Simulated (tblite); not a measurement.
Record of a relaxation.

Species: C9H8N2.
Numbering: `[CH3:1]/[N:2]=[CH:3]/[c:4]1[cH:5][cH:6][cH:7][c:8]([C:9]#[N:10])[cH:11]1` (hydrogens: H12, H13, H14 on C1; H15 on C3; H16 on C5; H17 on C6; H18 on C7; H19 on C11)

Computed with GFN2-xTB (tblite), gas phase: L-BFGS steps from a force-field or distance-geometry start until the largest atomic force falls under 0.01 eV/Å. 10 of its 121 geometries are shown.

Step 0: E = -792.1482 eV, largest atomic force 2.374 eV/Å
```
atom  x, y, z in Å  |  force x, y, z in eV/Å
C1      3.695    0.049   -0.519   -0.828   0.106   1.382
N2      2.302   -0.261   -0.213   -0.679   0.934  -0.368
C3      1.326    0.559   -0.417    1.900  -1.407   0.213
C4     -0.016    0.103   -0.058    1.159  -0.099   0.002
C5     -0.163   -1.171    0.509   -0.872  -0.329   0.174
C6     -1.438   -1.615    0.854    0.254   0.813  -0.302
C7     -2.516   -0.759    0.638   -0.850  -1.021   0.552
C8     -2.352    0.501    0.096   -0.905   0.789  -0.336
C9     -3.518    1.331   -0.105   -0.484   0.541  -0.053
N10    -4.445    2.011   -0.255    1.412  -1.070   0.210
C11    -1.084    0.944   -0.267   -0.445   0.401  -0.055
H12     4.272   -0.858   -0.267   -0.226   0.385  -0.443
H13     3.803    0.365   -1.553    0.267   0.079   0.075
H14     4.010    0.837    0.215   -0.016  -0.358  -0.846
H15     1.495    1.554   -0.856   -0.320  -0.098   0.075
H16     0.674   -1.834    0.683    0.077   0.391  -0.175
H17    -1.580   -2.590    1.291   -0.059   0.005  -0.014
H18    -3.537   -1.090    0.911    0.683   0.215  -0.184
H19    -0.938    1.935   -0.693   -0.069  -0.276   0.096
```

Step 13: E = -792.3639 eV, largest atomic force 0.076 eV/Å
```
atom  x, y, z in Å  |  force x, y, z in eV/Å
C1      3.681    0.057   -0.490   -0.055   0.012   0.021
N2      2.325   -0.281   -0.188   -0.017  -0.050   0.033
C3      1.364    0.506   -0.403   -0.062   0.037  -0.014
C4      0.005    0.099   -0.056    0.006  -0.008   0.022
C5     -0.196   -1.166    0.506    0.024   0.007  -0.013
C6     -1.461   -1.596    0.854    0.000   0.011  -0.001
C7     -2.553   -0.770    0.649    0.032   0.021  -0.013
C8     -2.362    0.498    0.094    0.026  -0.020  -0.016
C9     -3.485    1.335   -0.106   -0.025  -0.002   0.012
N10    -4.409    1.996   -0.257    0.020   0.023  -0.017
C11    -1.087    0.936   -0.262    0.038  -0.044   0.026
H12     4.282   -0.835   -0.314    0.045   0.027  -0.044
H13     3.811    0.392   -1.522   -0.016   0.022  -0.017
H14     4.031    0.855    0.168    0.037   0.029   0.018
H15     1.472    1.509   -0.843    0.019  -0.011  -0.023
H16     0.679   -1.780    0.653   -0.062  -0.038   0.021
H17    -1.600   -2.576    1.287   -0.012   0.030  -0.015
H18    -3.549   -1.092    0.913   -0.002   0.012   0.002
H19    -0.958    1.922   -0.691    0.005  -0.059   0.018
```

Step 27: E = -792.3861 eV, largest atomic force 0.108 eV/Å
```
atom  x, y, z in Å  |  force x, y, z in eV/Å
C1      3.677    0.136   -0.502    0.042   0.000  -0.002
N2      2.369   -0.278   -0.093    0.013   0.057  -0.051
C3      1.371    0.440   -0.377    0.029  -0.043  -0.021
C4      0.020    0.035   -0.015   -0.039   0.004  -0.027
C5     -0.226   -1.223    0.536    0.032  -0.026   0.047
C6     -1.508   -1.615    0.869    0.025   0.019  -0.016
C7     -2.573   -0.758    0.655   -0.025  -0.054  -0.007
C8     -2.343    0.497    0.090   -0.050   0.003   0.047
C9     -3.433    1.373   -0.134   -0.004  -0.051   0.012
N10    -4.327    2.069   -0.308    0.036   0.009  -0.008
C11    -1.050    0.891   -0.246   -0.066   0.036   0.007
H12     4.334   -0.734   -0.453   -0.010   0.046  -0.038
H13     3.688    0.558   -1.516    0.018  -0.012   0.106
H14     4.061    0.897    0.184   -0.008  -0.064  -0.007
H15     1.460    1.393   -0.920   -0.047  -0.014  -0.025
H16     0.610   -1.882    0.696    0.104  -0.029   0.010
H17    -1.675   -2.595    1.292   -0.035   0.035   0.003
H18    -3.576   -1.062    0.916   -0.034   0.057  -0.019
H19    -0.890    1.867   -0.682    0.020   0.029  -0.011
```

Step 40: E = -792.4059 eV, largest atomic force 0.143 eV/Å
```
atom  x, y, z in Å  |  force x, y, z in eV/Å
C1      3.687    0.190   -0.502   -0.052   0.012   0.054
N2      2.393   -0.248   -0.084   -0.049  -0.025   0.004
C3      1.360    0.386   -0.432   -0.041   0.033  -0.009
C4      0.018   -0.013   -0.016    0.045   0.004   0.013
C5     -0.235   -1.256    0.572    0.037   0.032  -0.004
C6     -1.528   -1.624    0.899    0.002  -0.018  -0.011
C7     -2.587   -0.765    0.665    0.005   0.020  -0.028
C8     -2.340    0.491    0.112    0.070   0.009  -0.026
C9     -3.393    1.399   -0.137   -0.140  -0.031   0.001
N10    -4.250    2.129   -0.355    0.019   0.015   0.017
C11    -1.044    0.860   -0.230    0.090  -0.001  -0.032
H12     4.334   -0.682   -0.603   -0.063   0.007  -0.050
H13     3.676    0.769   -1.434   -0.003   0.003   0.028
H14     4.101    0.819    0.290    0.048  -0.005   0.016
H15     1.396    1.286   -1.072    0.033  -0.071   0.032
H16     0.597   -1.917    0.757   -0.013   0.017  -0.039
H17    -1.725   -2.594    1.329    0.042  -0.012   0.026
H18    -3.600   -1.054    0.895   -0.049  -0.020   0.054
H19    -0.869    1.835   -0.661    0.018   0.032  -0.047
```

Step 53: E = -792.4321 eV, largest atomic force 0.162 eV/Å
```
atom  x, y, z in Å  |  force x, y, z in eV/Å
C1      3.665    0.178   -0.442    0.157   0.039   0.006
N2      2.357   -0.212   -0.042    0.065   0.028  -0.045
C3      1.346    0.396   -0.485    0.065  -0.040   0.012
C4      0.006    0.009   -0.075   -0.034  -0.002   0.006
C5     -0.212   -1.221    0.547   -0.054  -0.013   0.018
C6     -1.488   -1.602    0.919   -0.033   0.000  -0.022
C7     -2.567   -0.767    0.676   -0.004   0.014   0.023
C8     -2.351    0.476    0.079   -0.039   0.013   0.009
C9     -3.426    1.373   -0.138    0.070  -0.037   0.022
N10    -4.272    2.127   -0.310   -0.035  -0.026  -0.010
C11    -1.067    0.862   -0.297   -0.058   0.025   0.002
H12     4.206   -0.715   -0.768   -0.070   0.097  -0.004
H13     3.679    0.941   -1.239    0.007  -0.100   0.095
H14     4.187    0.569    0.438   -0.051  -0.043  -0.089
H15     1.416    1.236   -1.194   -0.001   0.041   0.025
H16     0.641   -1.857    0.721   -0.021  -0.015   0.017
H17    -1.645   -2.557    1.400   -0.025   0.020  -0.025
H18    -3.573   -1.061    0.946    0.069   0.011   0.011
H19    -0.909    1.835   -0.742   -0.009  -0.012  -0.050
```

Step 67: E = -792.4419 eV, largest atomic force 0.040 eV/Å
```
atom  x, y, z in Å  |  force x, y, z in eV/Å
C1      3.681    0.179   -0.437   -0.004   0.003   0.016
N2      2.369   -0.213   -0.047   -0.020  -0.034  -0.007
C3      1.356    0.401   -0.477   -0.010   0.014   0.002
C4      0.008    0.007   -0.083    0.010   0.012  -0.014
C5     -0.218   -1.219    0.547    0.018   0.016  -0.019
C6     -1.495   -1.594    0.918    0.020  -0.004   0.021
C7     -2.566   -0.746    0.698    0.007  -0.022  -0.022
C8     -2.350    0.485    0.076    0.016  -0.007   0.003
C9     -3.437    1.365   -0.138   -0.006   0.002  -0.018
N10    -4.317    2.080   -0.306    0.003  -0.001  -0.005
C11    -1.069    0.854   -0.328    0.016   0.009   0.005
H12     4.187   -0.701   -0.837    0.011   0.018  -0.018
H13     3.700    0.991   -1.177    0.006   0.003  -0.006
H14     4.225    0.491    0.457   -0.019  -0.017  -0.007
H15     1.429    1.265   -1.159   -0.016  -0.002   0.026
H16     0.630   -1.861    0.725   -0.011  -0.001   0.006
H17    -1.659   -2.553    1.386   -0.014  -0.005   0.025
H18    -3.566   -1.027    0.994   -0.014   0.004   0.009
H19    -0.918    1.804   -0.819    0.009   0.012   0.005
```

Step 80: E = -792.4473 eV, largest atomic force 0.038 eV/Å
```
atom  x, y, z in Å  |  force x, y, z in eV/Å
C1      3.679    0.167   -0.451    0.013  -0.013  -0.011
N2      2.365   -0.263   -0.114    0.013   0.013   0.007
C3      1.357    0.403   -0.473    0.009  -0.007   0.000
C4      0.009    0.003   -0.094   -0.014  -0.020  -0.010
C5     -0.216   -1.217    0.549   -0.025  -0.012   0.016
C6     -1.491   -1.581    0.939   -0.014   0.014   0.026
C7     -2.561   -0.735    0.707   -0.014  -0.007  -0.012
C8     -2.348    0.483    0.058   -0.010   0.001   0.005
C9     -3.445    1.347   -0.169    0.020  -0.008   0.000
N10    -4.343    2.040   -0.338    0.012   0.009  -0.017
C11    -1.067    0.848   -0.349   -0.007   0.013   0.035
H12     4.195   -0.658   -0.946   -0.021   0.014  -0.007
H13     3.709    1.061   -1.090   -0.020  -0.019   0.004
H14     4.211    0.371    0.480    0.014  -0.003   0.002
H15     1.434    1.326   -1.068    0.009   0.036  -0.003
H16     0.630   -1.859    0.734    0.005   0.014  -0.004
H17    -1.659   -2.523    1.440    0.025  -0.002  -0.013
H18    -3.559   -1.001    1.021    0.008  -0.010  -0.008
H19    -0.912    1.797   -0.843   -0.002  -0.011  -0.009
```

Step 93: E = -792.4501 eV, largest atomic force 0.035 eV/Å
```
atom  x, y, z in Å  |  force x, y, z in eV/Å
C1      3.675    0.164   -0.464   -0.008   0.019   0.012
N2      2.364   -0.273   -0.128   -0.022   0.026  -0.007
C3      1.356    0.411   -0.454    0.003  -0.006  -0.013
C4      0.008    0.003   -0.082    0.004   0.007   0.006
C5     -0.216   -1.213    0.567    0.012   0.002   0.009
C6     -1.490   -1.578    0.960    0.005  -0.003   0.000
C7     -2.563   -0.740    0.715   -0.004  -0.006  -0.012
C8     -2.350    0.473    0.060   -0.008  -0.001  -0.019
C9     -3.438    1.341   -0.194    0.001   0.016  -0.026
N10    -4.312    2.051   -0.404   -0.017  -0.002   0.006
C11    -1.069    0.842   -0.344    0.000   0.006   0.009
H12     4.162   -0.621   -1.043    0.002  -0.011  -0.015
H13     3.696    1.108   -1.027    0.010  -0.004  -0.018
H14     4.237    0.284    0.464    0.011  -0.008  -0.001
H15     1.433    1.357   -1.015    0.015  -0.017   0.022
H16     0.631   -1.853    0.754    0.017   0.001   0.014
H17    -1.647   -2.519    1.465   -0.025  -0.013  -0.002
H18    -3.563   -1.011    1.018   -0.002  -0.011   0.019
H19    -0.921    1.784   -0.855    0.005   0.005   0.014
```

Step 107: E = -792.4524 eV, largest atomic force 0.040 eV/Å
```
atom  x, y, z in Å  |  force x, y, z in eV/Å
C1      3.675    0.153   -0.491    0.001  -0.036  -0.017
N2      2.364   -0.275   -0.140    0.001  -0.008   0.012
C3      1.358    0.431   -0.420   -0.006   0.008  -0.003
C4      0.010    0.018   -0.051    0.013   0.003   0.005
C5     -0.212   -1.201    0.594    0.006   0.013   0.006
C6     -1.490   -1.579    0.965    0.002   0.012   0.002
C7     -2.568   -0.751    0.703    0.004   0.014  -0.026
C8     -2.357    0.465    0.050    0.020   0.022   0.018
C9     -3.442    1.330   -0.225   -0.011  -0.014  -0.010
N10    -4.311    2.041   -0.455   -0.010  -0.007   0.008
C11    -1.071    0.848   -0.327    0.017  -0.006   0.021
H12     4.135   -0.628   -1.100   -0.015   0.027   0.001
H13     3.700    1.109   -1.033    0.003  -0.001  -0.002
H14     4.260    0.237    0.425    0.001   0.006   0.007
H15     1.439    1.398   -0.945   -0.012  -0.021   0.009
H16     0.640   -1.829    0.800   -0.008   0.000  -0.009
H17    -1.652   -2.521    1.466    0.009   0.001  -0.001
H18    -3.568   -1.033    0.999    0.000   0.005  -0.017
H19    -0.919    1.797   -0.823   -0.014  -0.019  -0.004
```

Step 120: E = -792.4539 eV, largest atomic force 0.010 eV/Å
```
atom  x, y, z in Å  |  force x, y, z in eV/Å
C1      3.673    0.138   -0.511    0.005   0.001  -0.006
N2      2.364   -0.278   -0.141    0.000   0.003  -0.003
C3      1.363    0.446   -0.392    0.004  -0.006   0.001
C4      0.015    0.037   -0.021   -0.002  -0.007  -0.003
C5     -0.208   -1.184    0.622   -0.003  -0.004  -0.001
C6     -1.488   -1.570    0.972   -0.001  -0.003  -0.007
C7     -2.567   -0.751    0.689   -0.001  -0.004   0.002
C8     -2.354    0.469    0.047   -0.004   0.001   0.004
C9     -3.450    1.315   -0.244    0.003  -0.001  -0.003
N10    -4.335    2.004   -0.480   -0.007   0.002  -0.001
C11    -1.066    0.862   -0.308   -0.002   0.001   0.001
H12     4.106   -0.632   -1.153   -0.003   0.004   0.004
H13     3.702    1.107   -1.029   -0.002  -0.005   0.008
H14     4.281    0.189    0.394    0.002   0.000  -0.004
H15     1.446    1.421   -0.899    0.002  -0.003  -0.001
H16     0.644   -1.810    0.832    0.000   0.005   0.005
H17    -1.651   -2.516    1.466    0.006   0.006   0.000
H18    -3.572   -1.045    0.957    0.002   0.003   0.002
H19    -0.915    1.809   -0.807    0.001   0.005   0.003
```

Q: Summarise the path.

A: The energy falls by 0.3057 eV from step 0 to step 120; nine tenths of that is first reached at step 49. It falls at every step. The largest force goes from 2.374 to 0.010 eV/Å. Among the bonds C1–N2 changes most, from 1.459 to 1.423 Å; the atoms move by 0.364 Å rms after alignment.

What follows is the cost of the whole relaxation. On Arm Neoverse V1, one thread, shared host, this took 1.0 s wall.
